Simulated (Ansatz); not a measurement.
CH3BClFSe, SMILES `C[Se]B(F)Cl`. The species carries charge 0 and has multiplicity 1.

Cartesian coordinates in Å:
```
C 0.086 -1.024 0.845
Se 0.236 0.916 0.936
B -0.073 1.375 -0.908
F -0.047 2.651 -1.242
Cl -0.387 0.195 -2.167
H 0.249 -1.389 1.857
H -0.908 -1.302 0.503
H 0.844 -1.423 0.177
```

Q: List the harmonic frequencies (cm⁻¹, unscaled) at PBE0-D4/def2-TZVP in Ansatz. (An estimate is asked.)

A: Ansatz gave: 93, 106, 158, 254, 307, 483, 483, 618, 922, 932, 957, 1309, 1314, 1460, 1463, 3088, 3190, 3199.

Q: Is this a minimum?

A: Yes, all 18 modes are real.

Q: Give the ideal-gas thermochemistry at 298.15 K and 1 bar (rigid rotor, harmonic oscillator; point group Cs, symmetry number 1).

A: Zero-point energy 121.6 kJ/mol; H(298) − E = 141.5 kJ/mol; entropy 352.1 J/(mol·K), of which translation 172.1, rotation 117.8, vibration 62.1; G(298) − E = 36.5 kJ/mol. Modes under 100 cm⁻¹ are hindered rotations or soft bends, so the harmonic entropy is rough.

Q: And at 400, 500, 600, 800 and 1000 K?

A: 
| T (K) | H − E (kJ/mol) | S (J/mol/K) | G − E (kJ/mol) |
| --- | --- | --- | --- |
| 400 | 151.8 | 381.8 | -0.9 |
| 500 | 163.2 | 407.1 | -40.3 |
| 600 | 175.5 | 429.5 | -82.2 |
| 800 | 202.4 | 468.1 | -172.1 |
| 1000 | 231.4 | 500.4 | -269.0 |
